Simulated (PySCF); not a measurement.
SnH₃, SMILES [SnH3], multiplicity 2.

Geometry: PBE0-D3(BJ)/def2-TZVPD. The multiplicity is an assumed one; other spin states were not compared. The isomer is the one that the SMILES or the coordinates give; other isomers of the formula were not compared. The def2 effective core potentials stand for the cores of Sn; spin–orbit coupling is left out.

Method: PBE0-D3(BJ)/def2-TZVPD run with PySCF 2.14.0.

Frequencies are harmonic and unscaled.

Modes within 1.5 cm⁻¹ of each other (mostly degenerate sets) share a row, with their intensities summed.

```csv
mode,ν (cm⁻¹),IR (km/mol),moving atoms (share of kinetic energy)
1,636,94.5,H 98 %
2–3,698,134.3,H 99 %
4,1872,29.9,H 100 %
5–6,1910,446.4,H 99 %
```
